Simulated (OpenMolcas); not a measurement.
# d2 ions of charge +3 down a group on the Zn site of KZnF3

```json
{
 "Program": "OpenMolcas",
 "Method": "CASSCF",
 "Spin-orbit coupling": "RASSI with atomic mean-field integrals over the reference wave functions"
}
```

The d shell is active. Each dopant is a cluster with its nearest anions in model potentials and point charges, with no relaxation and no local charge compensation. Distances were set from a Shannon-type radius of the metal (high-spin where two are listed) plus a fixed donor radius (F 1.31 Å), in hosts weighted 0.65 to 0.35 with the host's distance in the model lattice. Ligand basis ANO-RCC-VDZP, DKH2 Hamiltonian. States (labels of O, the rotations of Oh). Energies in cm-1 above the lowest state or level, χT in cm3 K/mol; under a threefold ground state the first gap can be a small split of the lowest multiplet, not the spin-orbit step; 10Dq and B are least-squares fits to the states below 45000 cm-1, weighted by degeneracy, with a free offset, and given where the rms deviation is under 5 % of |10Dq| (or 100 cm-1) and under 700 cm-1. Spin-only χT is S(S+1) / 2 for the spin of the ground state.

```json
{"Ion": "V3+", "Shell": "3d2", "R (Å)": "1.977", "Metal basis": "ANO-RCC-VTZP", "Ground state": "3T1", "First state of that spin": "3T2 12465", "10Dq": "14110", "B (rms of fit)": "1000 (92)", "First gap with spin-orbit (degeneracies)": "5.7 (2, 3)", "χT at 300 K": "0.890", "First state of another spin": "1T2 13994", "Spin-only χT": "1.000"}
{"Ion": "Nb3+", "Shell": "4d2", "R (Å)": "2.029", "Metal basis": "ANO-RCC-VTZP", "Ground state": "3T1", "First state of that spin": "3T2 27559", "10Dq": "29177", "B (rms of fit)": "692 (93)", "First gap with spin-orbit (degeneracies)": "19.3 (2, 3)", "χT at 300 K": "0.468", "First state of another spin": "1E 9863", "Spin-only χT": "1.000"}
{"Ion": "Ta3+", "Shell": "5d2", "R (Å)": "2.029", "Metal basis": "ANO-RCC-VTZP", "Ground state": "3T1", "First state of that spin": "3T2 33004", "10Dq": "34669", "B (rms of fit)": "666 (65)", "First gap with spin-orbit (degeneracies)": "188.2 (2, 3)", "χT at 300 K": "0.170", "First state of another spin": "1E 9440", "Spin-only χT": "1.000"}
```

|10Dq| changes by factors of 29177 / 14110 = 2.07 from V3+ to Nb3+, 34669 / 29177 = 1.19 from Nb3+ to Ta3+.

B goes from 1000 cm-1 (V3+) to 666 cm-1 (Ta3+).

χT departs most from the spin-only value for Ta3+, by -0.830 cm3 K/mol.

An orbital triplet at a regular site is open to Jahn-Teller coupling, which can distort the site and quench the lowest spin-orbit gaps and is left out. Without dynamic correlation the repulsion within the d shell is too large (B by tens of per cent), so at a given field states of lower spin stand too high. Ligand-to-metal charge-transfer states are missing. With no ligand orbital active B as a rule stays too high, so bands that hang on it stand too high and its fall with covalency is understated. With metal d orbitals alone and no dynamic correlation 10Dq can be off by a tenth to a fifth, either way, in oxide and fluoride hosts (holds for V3+). The least metal-like active orbital is 83 % on the metal (Löwdin) and no ligand orbital is active, so the numbers are rough (holds for Nb3+). With metal d orbitals alone the field can be off either way by tens of per cent (holds for Nb3+; Ta3+). The least metal-like active orbital is 81 % on the metal (Löwdin) and no ligand orbital is active, so the numbers are rough (holds for Ta3+). No measured value stands beside these numbers; the geometry was set by hand and not optimised.
